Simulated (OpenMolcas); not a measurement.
Levels of W⁴⁺ by method

| Quantity | Value |
| --- | --- |
| Program | OpenMolcas 26.06 |
| Basis | ANO-RCC-VQZP [9s8p6d4f3g2h] |
| Scalar Hamiltonian | DKH2, point nucleus |
| Active space | 8 electrons in 8 orbitals (RAS1 5p, at most 2 holes; RAS2 5d) |
| State averaging | 2S+1 = 3 even, 10 roots; 2S+1 = 1 even, 15 roots |
| Spin-orbit coupling | state interaction with AMFI integrals over the reference wave functions, term energies averaged over their components |

Methods on the same reference wave functions:
A. RASSCF
B. SS-RASPT2, IPEA 0.25 Eh, imaginary shift 0.1 Eh (closed shells correlated: 5s)

Energies in cm-1 above 5d2 3F2, the measured ground level; measured values from the list in J. Phys. B 45, 065001 (2012).

```tsv
Level	A	B	Measured
5d2 3F2	0.0	0.0	0.0
5d2 3F3	6523	6810	
5d2 3F4	12294	12350	11519
5d2 3P0	14466	13480	12839
5d2 1D2 [53 %]	15919	14160	
5d2 3P1	18168	17380	16331
5d2 3P2 [60 %]	25284	23860	22615
5d2 1G4	25741	23380	22346
5d2 1S0	47753	44180	43110
```

Deviations, from unrounded energies. A percentage is the sum of absolute deviations over the sum of measured energies, with the sign that they share, or ± where signs differ.

```json
{"Against measurement": "mean absolute deviation (cm-1)", "Levels": "6", "A": "2500", "B": "980"}
{"Against measurement": "fine structure of the ground term (%)", "Levels": "1", "A": "+6.7", "B": "+7.2"}
{"Against measurement": "other terms of the ground configuration (%)", "Levels": "5", "A": "+12.1", "B": "+4.3"}
```

B lies closest to measurement on these levels. The largest miss of B in the table is 5d2 3P2 [60 %], by +1200 cm-1. The ranking rests on the paired levels alone, and a cruder setting can come out closer through cancelling errors.

From A to B the spin-free energies of the other terms of 5d2 shown, above 3F, scale by factors of 0.70 to 0.91, as is usual when dynamic correlation screens the repulsion within a d or f shell.

The lowest spin-free term lies below A's lowest term by 0.196 hartree in B.

Term energies are means over components that CASPT2 splits; among the terms shown or strongly mixed into the levels shown the widest spread is 410 cm-1 (5d2 1G, B). Active for correlation alone: 5p; no level in the range computed is led by a configuration that opens it, so any true level of that kind is missing. Without dynamic correlation excited terms often stand tens of per cent too high (terms of higher spin than the ground term too low), and those without a measured partner can miss by more than the paired ones (holds for A). Computed and measured levels are paired by configuration, term and J; levels that our copy of the source lacks, or whose pairing is in doubt (as where it misses far off the trend of its configuration), stay unpaired and out of the deviations. Only configurations of the active space appear.

A share in square brackets marks a mixed level and gives the weight of the term that names it, the lowest over the columns.
